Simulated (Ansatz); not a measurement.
Input for Ansatz (a first-principles code): U-CCSD(T)/cc-pVDZ on iminoborane (SMILES B=N), a point of a bond scan (R = 3.174 Å).

Ansatz 0.2 input:
```yaml
crystal:
  periodic: [false, false, false]
  atoms:
    - {symbol: B, position_ang: [-0.00000000, -0.00000000, -0.69205561]}
    - {symbol: N, position_ang: [0.00000000, 0.00000000, 0.54091709]}
    - {symbol: H, position_ang: [-0.00000000, -0.00000000, -1.85891024]}
    - {symbol: H, position_ang: [0.00000000, 0.00000000, 3.71484199]}
basis:
  gaussian:
    orbitals: cc-pVDZ
correlation: {method: ccsd_t, electrons: outside_noble_gas}
scf: {omitted_lower_state_checks: [cluster_reference]}
magnetization: {spin_polarized: true, initial_magnetization: 0}
```

Program output:

```
WARN ansatz: RAYON_NUM_THREADS=1 ignored (pool sized by the plan → 1); use --threads N
Functional definition: HF
these checks for a lower state are left out or cut short: cluster_reference
integrals: 0.01 GiB planned
353 factors; integrals over basis functions are off by at most 1.3e-3 eV
mean field: 0.06 GiB planned
mean field evaluation 1: about -2167.1114 eV, gradient 3.3e1 eV
mean field evaluation 2: about -2167.1136 eV, gradient 3.3e1 eV
mean field evaluation 4: about -2171.8991 eV, gradient 1.1e1 eV
mean field evaluation 8: about -2171.8991 eV, gradient 1.1e1 eV
mean field evaluation 16: about -2176.6025 eV, gradient 7.1e0 eV
mean field evaluation 32: about -2180.4982 eV, gradient 8.9e-1 eV
mean field evaluation 64: about -2163.7401 eV, gradient 2.0e1 eV
mean field evaluation 96: about -2180.5653 eV, gradient 6.8e-5 eV
mean field evaluation 128: about -2179.7103 eV, gradient 1.1e0 eV
mean field evaluation 160: about -2180.3736 eV, gradient 2.8e0 eV
mean field evaluation 192: about -2174.6824 eV, gradient 1.0e1 eV
mean field evaluation 224: about -2174.5390 eV, gradient 4.8e-2 eV
mean field -2180.56534059 eV, -80.1342982263 hartree, gradient 7.0e-6 eV, S^2 1.010884; 17 other end points of the search recorded, 0 dependent functions left out
2 core orbitals not correlated
reference -2180.56534059 eV, -80.1342982263 hartree; 5, 5 occupied and 31, 31 virtual orbitals, 353 factors
second order -5.30902552 eV of doubles, -0.00000000 eV of singles
coupled cluster: 0.08 GiB planned
cycle   1  -5.71730434 eV  change   -4.1e-1 eV  update   6.4e-2
cycle   2  -5.92130180 eV  change   -2.0e-1 eV  update   2.2e-2
cycle   3  -5.96714888 eV  change   -4.6e-2 eV  update   1.1e-2
cycle   4  -5.96487466 eV  change    2.3e-3 eV  update   4.2e-3
cycle   5  -5.96537063 eV  change   -5.0e-4 eV  update   1.9e-3
cycle   6  -5.96610226 eV  change   -7.3e-4 eV  update   8.3e-4
cycle   7  -5.96615464 eV  change   -5.2e-5 eV  update   3.0e-4
cycle   8  -5.96621248 eV  change   -5.8e-5 eV  update   1.3e-4
cycle   9  -5.96620852 eV  change    4.0e-6 eV  update   7.0e-5
cycle  10  -5.96621422 eV  change   -5.7e-6 eV  update   4.8e-5
cycle  11  -5.96623270 eV  change   -1.8e-5 eV  update   3.9e-5
cycle  12  -5.96623674 eV  change   -4.0e-6 eV  update   3.4e-5
cycle  13  -5.96623337 eV  change    3.4e-6 eV  update   2.4e-5
cycle  14  -5.96621962 eV  change    1.4e-5 eV  update   8.1e-6
cycle  15  -5.96621891 eV  change    7.0e-7 eV  update   2.9e-6
coupled cluster: 0.08 GiB planned
perturbative correction -0.17921916 eV, -0.0065861825 hartree
Total energy: -2186.71077866 eV, -80.3601389098 hartree
Checks for a lower state left out: cluster_reference
```

The run converged. Its determinant has ⟨S²⟩ = 1.01, a mixture of spin states.

Cost: roughly 2.6 core-seconds.
